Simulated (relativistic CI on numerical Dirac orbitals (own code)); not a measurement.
# Slater and spin-orbit integrals, Pr18+

Calculated at this level of theory: Dirac-Coulomb-Breit CI, KLI orbitals optimised for each configuration, model QED (radiative potential, 1s self-energy scaled to tabulated hydrogen-like ionisation energies), unscaled Slater integrals (own radial code, finite nucleus).

Slater integrals F^k, G^k are unscaled and averaged over j, outside the closed core [Ar] 3d10; ζ comes from projecting the Hamiltonian with its Breit term on Σ l·s of the shell.

- 4s2 4p6 4d5: F^2(4d,4d) = 157250, F^4(4d,4d) = 106560, ζ(4d) = 14411 cm⁻¹; <r>(4d) = 0.6444, <r^2>(4d) = 0.4747 (bohr units).
- 4s2 4p5 4d6: ζ(4p) = 126650, F^2(4d,4d) = 157260, F^4(4d,4d) = 106560, F^2(4p,4d) = 161490, G^1(4p,4d) = 203710, G^3(4p,4d) = 129190, ζ(4d) = 14362 cm⁻¹; <r>(4p) = 0.6169, <r^2>(4p) = 0.4302, <r>(4d) = 0.6443, <r^2>(4d) = 0.4745 (bohr units).
- 4s2 4p6 4d4 4f: F^2(4d,4d) = 157250, F^4(4d,4d) = 106550, ζ(4d) = 14433, F^2(4d,4f) = 153470, F^4(4d,4f) = 100590, G^1(4d,4f) = 173150, G^3(4d,4f) = 114590, G^5(4d,4f) = 82815, ζ(4f) = 1514.2 cm⁻¹; <r>(4d) = 0.6445, <r^2>(4d) = 0.4748, <r>(4f) = 0.6586, <r^2>(4f) = 0.4985 (bohr units).

Q: Give the Racah parameters of the d shell in 4s2 4p6 4d5.

A: B = F²/49 − 5F⁴/441 = 2001 cm⁻¹ and C = 35F⁴/441 = 8457 cm⁻¹.

Averages of the first 9 configurations, taken without configuration mixing, which lowers the lowest level and can move excited configurations by several eV; other configurations of the list can lie among them:

| Configuration | Parity | States | Average energy above the lowest level (eV) |
| --- | --- | --- | --- |
| 4s2 4p6 4d5 | even | 252 | 14.8 |
| 4s2 4p5 4d6 | odd | 1260 | 133.8 |
| 4s2 4p6 4d4 4f | odd | 2940 | 140.6 |
| 4s 4p6 4d5 4f | odd | 7056 | 342.7 |
| 4p6 4d7 | even | 120 | 425.0 |
| 4p5 4d8 | odd | 270 | 541.8 |
| 4s2 4p6 4d3 5s2 | even | 120 | 342.4 |
| 4s2 4p6 4d2 4f 5s2 | odd | 630 | 469.5 |
| 4s 4p6 4d3 4f 5s2 | odd | 3360 | 672.7 |
